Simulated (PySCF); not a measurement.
CdF: one state, many levels of theory

State: ²Σ⁺ (doublet), unpaired electrons σ ↑. Set-up: Cd def2-TZVPP with ECP28, F def2-TZVPP; scalar-relativistic core potentials (PySCF 2.14). De refers to Cd + F in their high-spin ground configurations, without counterpoise correction. The functionals are run spin-unrestricted. A positive dipole means Cd(−)F(+).

```
      Level  Re (Å)  ωe (cm⁻¹)  De (eV)  μ (D)  CPU s a point (SCF and correlation, without the integrals)
        UHF   1.986        542     1.50  -4.10                                                         1.6
    UHF-MP2   1.972        537     2.45    n/a                                                         2.3
UHF-SCS-MP2   1.980        532     2.28    n/a                                                         n/a
        PBE   2.020        468     2.63  -3.40                                                        0.87
       BLYP   2.041        447     2.43  -3.48                                                           1
     r²SCAN   1.991        508     2.63  -3.46                                                         1.1
       PBE0   1.992        507     2.41  -3.68                                                         1.8
        M06   2.012        487     2.08  -3.95                                                         1.6
      HSE06   1.994        506     2.39  -3.70                                                         2.2
       MN15   1.987        514     2.29  -3.71                                                         1.7
     M06-2X   1.999        520     2.45  -3.93                                                         1.7
```

The bond length runs from 1.972 Å (UHF-MP2) to 2.041 Å (BLYP). De spans 1.50 eV (UHF, mean field) to 2.63 eV (r²SCAN, meta-GGA).

Correlated steps freeze 1 core orbital. Spin–orbit coupling is left out. The state is the lowest determinant that a PBE0 search found; another state may lie lower at other levels.

The whole job (state search and all levels along the bond) took about 3.4 min on 1 thread of Intel Xeon Platinum 8488C (shared host), peak memory 2.2 GiB.
